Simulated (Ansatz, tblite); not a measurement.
Forces on the cluster Ge12N at its PBE-D4/def2-SVP geometry. Charge 0, multiplicity 2.

The xTB rows come from tblite. Single mean-field runs in def2-TZVP are fitted with def2-universal-jkfit. Another isomer (doublet) lies 0.15 eV lower at PBE0-D4/def2-TZVP; other spin states weren't run for this one.

GFN1-xTB (tblite), largest force 1.78 eV/Å:

```xyz
13
positions Å, forces eV/Å
N     0.426    0.805    1.437    0.176    0.070   -0.318
Ge    1.662    1.265   -0.008   -0.771   -0.458   -0.202
Ge   -0.040   -2.676    0.839    0.434    1.315   -0.250
Ge   -0.806    2.320    1.677    0.121   -0.855   -0.962
Ge    2.439   -2.039    1.021   -1.542    0.499   -0.251
Ge   -1.450   -1.409   -1.167    0.796    0.610    0.218
Ge    1.373   -1.166   -1.114   -0.476    0.208    0.236
Ge   -2.555    1.064   -0.536    1.411   -0.178    0.267
Ge   -0.144    0.898   -1.987   -0.042   -0.318    0.574
Ge    0.154   -1.235   -3.328   -0.011    0.691    1.636
Ge   -0.864    3.038   -0.910   -0.115   -1.542    0.487
Ge    1.052   -0.518    2.758   -0.378   -0.203   -1.203
Ge   -1.247   -0.347    1.318    0.397    0.160   -0.233
```

GFN2-xTB (tblite), largest force 0.81 eV/Å:

```
N 0.282 0.046 -0.311
Ge -0.332 -0.038 -0.090
Ge 0.391 0.554 -0.060
Ge -0.056 -0.309 -0.539
Ge -0.505 0.373 0.130
Ge 0.367 0.265 -0.070
Ge -0.421 0.050 -0.104
Ge 0.799 0.127 0.066
Ge -0.053 -0.349 0.160
Ge -0.059 0.220 0.709
Ge 0.073 -0.524 0.470
Ge -0.159 -0.252 -0.561
Ge -0.326 -0.165 0.201
```

PBE-D4/def2-TZVP (Ansatz), largest force 0.15 eV/Å:

```
N -0.021 -0.006 0.039
Ge -0.114 -0.035 0.053
Ge 0.039 0.029 -0.011
Ge 0.045 -0.100 -0.071
Ge -0.056 0.019 -0.007
Ge 0.062 0.043 0.001
Ge -0.051 0.011 0.009
Ge 0.046 0.009 0.001
Ge -0.018 -0.038 0.038
Ge -0.008 0.018 0.065
Ge 0.008 -0.059 0.022
Ge -0.056 0.028 -0.116
Ge 0.122 0.081 -0.022
```
